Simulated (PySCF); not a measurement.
Al(F)2(OMe) (CH₃AlF₂O), SMILES C[O][Al]([F])[F]. Atoms are numbered in the order given.

```xyz
8

Al     0.0116    -0.5254     0.0000
F      1.1272    -1.7416     0.0000
F     -1.5907    -0.9357     0.0000
O      0.5316     1.0633     0.0000
C      0.0188     2.3664     0.0000
H      0.3707     2.9154    -0.8910
H      0.3707     2.9154     0.8910
H     -1.0866     2.3906     0.0000
```
Charge 0, spin multiplicity 1.

The structure is a stationary point at B3LYP-D3(BJ)/def2-SVP. One conformer was computed; it need not be the lowest.

Level of theory: KT2/pcSseg-1 in PySCF.

GIAO shieldings, no solvent; atoms listed in one row are averaged. δ = σ(ref) − σ: ¹⁹F against CFCl3 (σ = 127.1 ppm); ¹⁷O against H2O (σ = 330.4 ppm); ¹³C against TMS (σ = 185.1 ppm); ¹H against TMS (σ = 31.47 ppm), references at their B3LYP-D3(BJ)/def2-TZVP geometries, non-relativistic.

Computed chemical shifts:
```tsv
nucleus	atoms	count	δ (ppm)
¹⁹F	F3	1	-235.3
¹⁹F	F2	1	-244.6
¹⁷O	O4	1	3.6
¹³C	C5	1	58.9
¹H	H6, H7, H8	3	4.39
```
